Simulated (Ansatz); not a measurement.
`C=CCOB(O)O` + `O[SiH2][SiH2]O` → `C=C[SiH](O)[SiH2]O` + `COB(O)O`  (formal exchange of groups at a C–C bond)

Calculated with Ansatz (gas phase, PBE0-D4/def2-TZVP geometries, no zero-point term in ΔE). CCSD(T)/CBS is the MP2 limit (def2-TZVPP, def2-QZVPP) plus CCSD(T) − MP2 in def2-TZVPP, frozen cores. Functionals use def2-TZVPP. B3LYP here is the variant with VWN-RPA as its local correlation; programs differ in this. Each species was taken in one conformer, which may not be the lowest.

```json
{"level": "PBE0-D4", "ΔE (kJ/mol)": "-27.6"}
{"level": "ωB97X-V", "ΔE (kJ/mol)": "-25.6"}
{"level": "B3LYP", "ΔE (kJ/mol)": "-24.7"}
{"level": "HF/def2-TZVPP", "ΔE (kJ/mol)": "-24.6"}
{"level": "HF/def2-QZVPP", "ΔE (kJ/mol)": "-24.8"}
{"level": "MP2/def2-QZVPP", "ΔE (kJ/mol)": "-30.0"}
{"level": "SCS-MP2/def2-QZVPP", "ΔE (kJ/mol)": "-28.7"}
{"level": "CCSD/CBS(def2)", "ΔE (kJ/mol)": "-27.8"}
```

(1) What does CCSD(T)/CBS give? (Best estimate.)

Largest T1 diagnostic among the species: 0.012.

## Answers

(1) The calculation gave: -28.4 kJ/mol. The listed levels differ from it by 0.8, 2.8, 3.7, 3.8, 3.6, -1.6, -0.3, 0.6 kJ/mol.

The D4 term adds −5.0 kJ/mol with B3LYP and −2.9 kJ/mol with PBE0; it sums over pairs of atoms, weighted by their polarisabilities, and B3LYP, whose exchange is more repulsive, gets the larger term. In def2-TZVPP, CCSD(T) changes the Hartree–Fock value by −3.4 kJ/mol (the triples alone add −0.6 kJ/mol) and MP2 by −5.1 kJ/mol.
